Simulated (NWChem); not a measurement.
System: Ge anion, quartet

NWChem printed, in part:

```
             Northwest Computational Chemistry Package (NWChem) 7.3.0
             --------------------------------------------------------

                             Geometry "geometry" -> ""
                             -------------------------

 Output coordinates in angstroms (scale by  1.889725989 to convert to a.u.)

  No.       Tag          Charge          X              Y              Z
 ---- ---------------- ---------- -------------- -------------- --------------
    1 Ge                  32.0000     0.00000000     0.00000000     0.00000000

 Effective nuclear repulsion energy (a.u.)       0.0000000000

  pbe96 is a nonlocal functional; adding pw91lda local functional.

                                 NWChem DFT Module
                                 -----------------

 Summary of "ao basis" -> "ao basis" (spherical)
 ------------------------------------------------------------------------------
       Tag                 Description            Shells   Functions and Types
 ---------------- ------------------------------  ------  ---------------------
 Ge                          6-31g*                 12       32   5s4p3d

            General Information
            -------------------
          SCF calculation type: DFT
          Wavefunction type:  spin polarized.
          No. of atoms     :     1
          No. of electrons :    33
           Alpha electrons :    18
            Beta electrons :    15
          Charge           :    -1
          Spin multiplicity:     4
          Use of symmetry is: off; symmetry adaption is: off
          Maximum number of iterations: 150
          AO basis - number of functions:    32
                     number of shells:    12
          Convergence on energy requested:  1.00D-06
          Convergence on density requested:  1.00D-05
          Convergence on gradient requested:  5.00D-04

              XC Information
              --------------
          PerdewBurkeErnzerhof Exchange Functional  1.000
            Perdew 1991 LDA Correlation Functional  1.000 local
           PerdewBurkeErnz. Correlation Functional  1.000 non-local

             Grid Information
             ----------------
          Grid used for XC integration:  fine
          Radial quadrature: Mura-Knowles
          Angular quadrature: Lebedev.
          Tag              B.-S. Rad. Rad. Pts. Rad. Cut. Ang. Pts.
          ---              ---------- --------- --------- ---------
          Ge                  1.25      140           7.0       974
          Grid pruning is: on
          Number of quadrature shells:   140
          Spatial weights used:  Erf1

      Superposition of Atomic Density Guess
      -------------------------------------

 Sum of atomic energies:       -2075.02143647

 Renormalizing density from      32.00 to     33

      Non-variational initial energy
      ------------------------------

 Total energy =   -2113.254753
 1-e energy   =   -2984.246689
 2-e energy   =     870.991936
 HOMO         =       0.253243
 LUMO         =       0.253243

     ---------------------------------------------
      Total Density - Mulliken Population Analysis
     ---------------------------------------------

    Atom       Charge   Shell Charges
 -----------   ------   -------------------------------------------------------
    1 Ge  32    33.00   2.00  2.00  6.00  1.99  5.92  0.87  0.35  1.14  2.73  5.86  3.63  0.51

     --------------------------------------------
      Spin Density - Mulliken Population Analysis
     --------------------------------------------

    Atom       Charge   Shell Charges
 -----------   ------   -------------------------------------------------------
    1 Ge  32     3.00   0.00  0.00  0.00  0.00  0.01  0.00  0.25  0.00  2.74  0.00  0.00  0.00

   convergence    iter        energy       DeltaE   RMS-Dens  Diis-err
 ---------------- ----- ----------------- --------- --------- ---------
 d= 0,ls=0.0,diis     1  -2075.3378951787 -2.08D+03  8.71D-02  6.12D+00
                                                     5.12D-02  6.08D+00
 d= 0,ls=0.0,diis     2  -2075.2416630325  9.62D-02  4.76D-02  5.88D+00
                                                     2.74D-02  5.90D+00
 d= 0,ls=0.0,diis     3  -2076.3642787744 -1.12D+00  6.05D-03  5.13D-03
                                                     3.72D-03  4.71D-03
 d= 0,ls=0.0,diis     4  -2076.3649940171 -7.15D-04  2.65D-03  2.01D-03
                                                     1.58D-03  1.23D-03
 d= 0,ls=0.0,diis     5  -2076.3661018817 -1.11D-03  8.06D-05  1.08D-06
                                                     4.22D-05  3.90D-07
 d= 0,ls=0.0,diis     6  -2076.3661026881 -8.06D-07  1.06D-06  9.35D-10
                                                     9.63D-07  5.42D-10

         Total DFT energy =    -2076.366102688094
      One electron energy =    -2901.450729982741
           Coulomb energy =      903.896184476096
    Exchange-Corr. energy =      -78.811557181449
 Nuclear repulsion energy =        0.000000000000

 Numeric. integr. density =       32.999999997233

                    DFT Final Alpha Molecular Orbital Analysis
                    ------------------------------------------

 Vector   16  Occ=1.000000D+00  E= 7.131182D-02
              MO Center=  1.8D-13, -3.8D-13, -4.3D-14, r^2= 3.2D+00
   Bfn.  Coefficient  Atom+Function         Bfn.  Coefficient  Atom+Function
  ----- ------------  ---------------      ----- ------------  ---------------
    11      0.568142  1 Ge px                15      0.542510  1 Ge px
     7     -0.224613  1 Ge px                 3      0.067465  1 Ge px
    12      0.064604  1 Ge py                16      0.061689  1 Ge py
     8     -0.025541  1 Ge py

 Vector   17  Occ=1.000000D+00  E= 7.131182D-02
              MO Center= -1.9D-13,  9.7D-13, -2.7D-13, r^2= 3.2D+00
   Bfn.  Coefficient  Atom+Function         Bfn.  Coefficient  Atom+Function
  ----- ------------  ---------------      ----- ------------  ---------------
    12      0.562058  1 Ge py                16      0.536700  1 Ge py
     8     -0.222207  1 Ge py                13     -0.083427  1 Ge pz
    17     -0.079663  1 Ge pz                 4      0.066742  1 Ge py
    11     -0.063953  1 Ge px                15     -0.061068  1 Ge px
     9      0.032983  1 Ge pz                 7      0.025283  1 Ge px

 Vector   18  Occ=1.000000D+00  E= 7.131182D-02
              MO Center= -3.8D-14, -3.7D-13,  3.6D-13, r^2= 3.2D+00
   Bfn.  Coefficient  Atom+Function         Bfn.  Coefficient  Atom+Function
  ----- ------------  ---------------      ----- ------------  ---------------
    13      0.565685  1 Ge pz                17      0.540163  1 Ge pz
     9     -0.223641  1 Ge pz                12      0.082924  1 Ge py
    16      0.079183  1 Ge py                 5      0.067173  1 Ge pz
     8     -0.032784  1 Ge py

 Vector   19  Occ=0.000000D+00  E= 2.792246D-01
              MO Center= -4.3D-13, -5.5D-12, -7.4D-13, r^2= 5.1D+00
   Bfn.  Coefficient  Atom+Function         Bfn.  Coefficient  Atom+Function
  ----- ------------  ---------------      ----- ------------  ---------------
    14      1.770275  1 Ge s                 10      1.666285  1 Ge s
     6     -0.191781  1 Ge s                  2      0.099532  1 Ge s

 Vector   20  Occ=0.000000D+00  E= 3.578079D-01
              MO Center=  1.1D-12,  2.2D-15, -2.2D-14, r^2= 5.3D+00
   Bfn.  Coefficient  Atom+Function         Bfn.  Coefficient  Atom+Function
  ----- ------------  ---------------      ----- ------------  ---------------
    11      1.290203  1 Ge px                15     -1.239565  1 Ge px
     7     -0.310224  1 Ge px                12      0.151439  1 Ge py
    16     -0.145495  1 Ge py                 3      0.090788  1 Ge px
     8     -0.036413  1 Ge py

 Vector   21  Occ=0.000000D+00  E= 3.578079D-01
              MO Center= -6.3D-13,  5.2D-12, -8.3D-13, r^2= 5.3D+00
   Bfn.  Coefficient  Atom+Function         Bfn.  Coefficient  Atom+Function
  ----- ------------  ---------------      ----- ------------  ---------------
    12      1.275321  1 Ge py                16     -1.225267  1 Ge py
     8     -0.306646  1 Ge py                13     -0.196763  1 Ge pz
    17      0.189041  1 Ge pz                11     -0.149663  1 Ge px
    15      0.143789  1 Ge px                 4      0.089740  1 Ge py
     9      0.047311  1 Ge pz                 7      0.035986  1 Ge px

                     DFT Final Beta Molecular Orbital Analysis
                     -----------------------------------------

 Vector   13  Occ=1.000000D+00  E=-8.246811D-01
              MO Center=  2.7D-16,  5.6D-15, -1.2D-15, r^2= 1.9D-01
   Bfn.  Coefficient  Atom+Function         Bfn.  Coefficient  Atom+Function
  ----- ------------  ---------------      ----- ------------  ---------------
    19      0.745975  1 Ge d -1              24      0.393812  1 Ge d -1
    29      0.071474  1 Ge d -1              21     -0.035493  1 Ge d  1

 Vector   14  Occ=1.000000D+00  E=-8.246811D-01
              MO Center=  7.7D-17,  1.9D-15, -7.6D-16, r^2= 1.9D-01
   Bfn.  Coefficient  Atom+Function         Bfn.  Coefficient  Atom+Function
  ----- ------------  ---------------      ----- ------------  ---------------
    20      0.746774  1 Ge d  0              25      0.394233  1 Ge d  0
    30      0.071551  1 Ge d  0

 Vector   15  Occ=1.000000D+00  E=-1.146736D-01
              MO Center= -7.6D-14, -1.4D-12, -2.1D-13, r^2= 1.6D+00
   Bfn.  Coefficient  Atom+Function         Bfn.  Coefficient  Atom+Function
  ----- ------------  ---------------      ----- ------------  ---------------
    10      0.846294  1 Ge s                  6     -0.385389  1 Ge s
    14     -0.247435  1 Ge s                  2      0.112182  1 Ge s
     1      0.032376  1 Ge s

 Vector   16  Occ=0.000000D+00  E= 1.388687D-01
              MO Center=  5.1D-13, -4.2D-13, -1.4D-13, r^2= 3.4D+00
   Bfn.  Coefficient  Atom+Function         Bfn.  Coefficient  Atom+Function
  ----- ------------  ---------------      ----- ------------  ---------------
    15      0.568413  1 Ge px                11      0.526566  1 Ge px
     7     -0.212750  1 Ge px                16      0.112022  1 Ge py
    12      0.103775  1 Ge py                 3      0.063916  1 Ge px
     8     -0.041929  1 Ge py

 Vector   17  Occ=0.000000D+00  E= 1.388687D-01
              MO Center= -2.0D-13,  5.8D-13, -2.0D-13, r^2= 3.4D+00
   Bfn.  Coefficient  Atom+Function         Bfn.  Coefficient  Atom+Function
  ----- ------------  ---------------      ----- ------------  ---------------
    16      0.561047  1 Ge py                12      0.519742  1 Ge py
     8     -0.209993  1 Ge py                15     -0.110564  1 Ge px
    11     -0.102424  1 Ge px                17     -0.092975  1 Ge pz
    13     -0.086130  1 Ge pz                 4      0.063088  1 Ge py
     7      0.041383  1 Ge px                 9      0.034799  1 Ge pz

 Vector   18  Occ=0.000000D+00  E= 1.388687D-01
              MO Center= -3.1D-14, -2.8D-13,  2.4D-13, r^2= 3.4D+00
   Bfn.  Coefficient  Atom+Function         Bfn.  Coefficient  Atom+Function
  ----- ------------  ---------------      ----- ------------  ---------------
    17      0.571838  1 Ge pz                13      0.529738  1 Ge pz
     9     -0.214031  1 Ge pz                16      0.091213  1 Ge py
    12      0.084498  1 Ge py                 5      0.064301  1 Ge pz
     8     -0.034140  1 Ge py

     ---------------------------------------------
      Total Density - Mulliken Population Analysis
     ---------------------------------------------

    Atom       Charge   Shell Charges
 -----------   ------   -------------------------------------------------------
    1 Ge  32    33.00   2.00  2.00  6.00  2.00  5.99  1.55  1.52  0.45  1.49  6.84  2.93  0.23

     --------------------------------------------
      Spin Density - Mulliken Population Analysis
     --------------------------------------------

    Atom       Charge   Shell Charges
 -----------   ------   -------------------------------------------------------
    1 Ge  32     3.00  -0.00 -0.00  0.00 -0.00  0.00 -0.02  1.50  0.02  1.49 -0.02  0.00  0.01

     -------------------------------------------
      Total Density - Lowdin Population Analysis
     -------------------------------------------

    Atom       Charge   Shell Charges
 -----------   ------   -------------------------------------------------------
    1 Ge  32    33.00   2.00  2.00  5.99  2.00  5.89  1.30  1.59  0.70  1.53  6.63  3.07  0.30

     ------------------------------------------
      Spin Density - Lowdin Population Analysis
     ------------------------------------------

    Atom       Charge   Shell Charges
 -----------   ------   -------------------------------------------------------
    1 Ge  32     3.00  -0.00 -0.00  0.00 -0.00  0.04 -0.01  1.43  0.01  1.53 -0.02  0.01  0.01

   alpha - beta orbital overlaps
   -----------------------------

   alpha      1      2      3      4      5      6      7      8      9     10
    beta      1      2      4      3      5      6      7      8      9     10
 overlap   1.000  1.000  0.983  0.998  0.985  1.000  0.996  0.996  1.000  0.969

   alpha     11     12     13     14     15     16     17     18     19     20
    beta     11     12     13     14     15     16     17     18     19     20
 overlap   0.970  0.993  0.995  1.000  1.000  0.996  0.996  0.999  1.000  0.996

   alpha     21     22     23     24     25     26     27     28     29     30
    beta     21     22     23     24     26     25     27     29     28     30
 overlap   0.996  0.999  0.784  0.737  0.818  0.756  1.000  0.950  0.962  0.981

   alpha     31     32
    beta     31     32
 overlap   0.993  1.000

     --------------------------
     Expectation value of S2:
     --------------------------
      <S2> =      3.7505 (Exact =     3.7500)

            General Information
            -------------------
          SCF calculation type: DFT
          Wavefunction type:  spin polarized.
          No. of atoms     :     1
          No. of electrons :    33
           Alpha electrons :    18
            Beta electrons :    15
          Charge           :    -1
          Spin multiplicity:     4
          Use of symmetry is: off; symmetry adaption is: off
          Maximum number of iterations: 150
          AO basis - number of functions:    32
                     number of shells:    12
          Convergence on energy requested:  1.00D-06
          Convergence on density requested:  1.00D-05
          Convergence on gradient requested:  5.00D-04

              XC Information
              --------------
          PerdewBurkeErnzerhof Exchange Functional  1.000
            Perdew 1991 LDA Correlation Functional  1.000 local
           PerdewBurkeErnz. Correlation Functional  1.000 non-local

             Grid Information
             ----------------
          Grid used for XC integration:  fine
          Radial quadrature: Mura-Knowles
          Angular quadrature: Lebedev.
          Tag              B.-S. Rad. Rad. Pts. Rad. Cut. Ang. Pts.
          ---              ---------- --------- --------- ---------
          Ge                  1.25      140           7.0       974
          Grid pruning is: on
          Number of quadrature shells:   140
          Spatial weights used:  Erf1

[...]

                         DFT ENERGY GRADIENTS

    atom               coordinates                        gradient
                 x          y          z           x          y          z
   1 Ge      0.000000   0.000000   0.000000   -0.000000   0.000000  -0.000000
```

Level: PBE/6-31G* (spherical d), spin-unrestricted. Sets without diffuse functions describe the anion's extra electron poorly. No stability test was run on the SCF state. The highest occupied level is positive, so the extra electron may be held by the finite basis.

Task: Write an input that gives this output.

Result: Several could match; the one computed here: the input that was run:
```
start job
memory heap 200 mb stack 900 mb global 1100 mb
charge -1
geometry units angstroms noautoz
  Ge     0.000000     0.000000     0.000000
end
basis spherical
  * library 6-31g*
end
dft
  odft
  mult 4
  xc xpbe96 cpbe96
  grid fine
  iterations 150
  mulliken
end
task dft gradient
```
